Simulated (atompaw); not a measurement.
Reading a pseudo-wave (holmium)

Columns: radius, all-electron u(r) and pseudo u(r) of the 4f shell (level -9.65 eV) of holmium in the configuration [Kr] 4d10 4f11 5s2 5p6 5d0 6s1 6p0; PBE, scalar-relativistic, PAW (atompaw) scheme, atompaw 4.2.0.5.

| r (bohr) | all-electron | pseudo |
| --- | --- | --- |
| 0.115 | 0.1365 | 0.0006 |
| 0.231 | 0.5751 | 0.0095 |
| 0.346 | 0.9295 | 0.0429 |
| 0.462 | 1.0854 | 0.1163 |
| 0.577 | 1.0924 | 0.2300 |
| 0.692 | 1.0250 | 0.3682 |
| 0.808 | 0.9284 | 0.5020 |
| 0.923 | 0.8276 | 0.5974 |
| 1.038 | 0.7322 | 0.6363 |
| 1.154 | 0.6451 | 0.6193 |
| 1.269 | 0.5686 | 0.5659 |
| 1.385 | 0.5009 | 0.5010 |
| 1.500 | 0.4424 | 0.4424 |
| 1.615 | 0.3914 | 0.3914 |
| 1.731 | 0.3467 | 0.3467 |
| 1.846 | 0.3081 | 0.3081 |
| 1.962 | 0.2741 | 0.2741 |
| 2.077 | 0.2447 | 0.2447 |
| 2.192 | 0.2189 | 0.2189 |
| 2.308 | 0.1961 | 0.1961 |
| 2.423 | 0.1762 | 0.1762 |
| 2.538 | 0.1587 | 0.1587 |
| 2.654 | 0.1430 | 0.1430 |
| 2.769 | 0.1292 | 0.1292 |
| 2.885 | 0.1169 | 0.1169 |
| 3.000 | 0.1060 | 0.1060 |

(1) How many radial nodes do the two functions have?

(2) At about which radius was the pseudo-wave matched?

(3) Is the pseudo-wave norm-conserving?

## Answers

(1) The all-electron 4f function has n − l − 1 = 0; the pseudo-wave has 0.

(2) 1.45 bohr, where the columns begin to agree (steps of 0.12 bohr).

(3) No, it belongs to a PAW set: the norm inside the radius is not constrained, and the difference is carried by the augmentation charge.
